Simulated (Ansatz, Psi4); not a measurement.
Psi4 was given this input:
```
memory 2 GB

molecule {
0 1
  B    -0.00000000   -0.00000000   -1.22002676
  Cl    0.00000000    0.00000000    0.35883140
}

set basis sto-3g
set freeze_core true
set mp2_type conv
set scf_type pk
set puream true
set d_convergence 1e-8

energy('mp2')
print_variables()
```

Q: Write the same job for Ansatz (a first-principles code).

A: This is not unique; one that fits is 
Ansatz 0.2 input:
```yaml
crystal:
  periodic: [false, false, false]
  atoms:
    - {symbol: B, position_ang: [-0.00000000, -0.00000000, -1.22002676]}
    - {symbol: Cl, position_ang: [0.00000000, 0.00000000, 0.35883140]}
basis:
  gaussian:
    orbitals: STO-3G
magnetization: {spin_polarized: false}
correlation: {method: mp2, electrons: outside_noble_gas}
accuracy: high
```

Both were run: Psi4 gave -478.865116 Eh and Ansatz -478.865116 Eh, 0.000 mEh apart.
